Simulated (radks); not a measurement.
Ni+, configuration [Ar] 3d9.

All-electron calculation, Dirac Kohn-Sham, BLYP, spin-unpolarised, spherical densities, finite nucleus; open shells are shared between the two j in proportion to 2j + 1; Fermi nuclear charge, rms radius 3.7757 fm. Program: a radial shooting solver on a logarithmic mesh with Libxc functionals.

Energy parts (hartree):
| part | energy |
|---|---|
| total | -1520.68436 |
| kinetic | 1545.31070 |
| electron-nucleus | -3649.44483 |
| Hartree | 647.14032 |
| exchange-correlation | -63.69056 |

Orbitals (lengths in bohr, moments of r in powers of bohr):
orbital	occ.	eigenvalue (hartree)	<1/r>	<r^4>
1s1/2	2	-301.9393	28.09	0.00003981
2s1/2	2	-36.17393	6.097	0.008726
2p1/2	2	-31.57761	6.051	0.006337
2p3/2	4	-30.93417	5.926	0.006664
3s1/2	2	-4.19635	1.915	0.6723
3p1/2	2	-2.80175	1.781	0.9212
3p3/2	4	-2.72152	1.751	0.9737
3d3/2	3.6	-0.48345	1.312	7.843
3d5/2	5.4	-0.47531	1.302	8.177

The highest occupied level is 3d5/2 at -12.934 eV. The density falls to 0.001 e/bohr^3 at r = 3.39 bohr. The electron density at the nucleus is 1.96e+04 e/bohr^3.
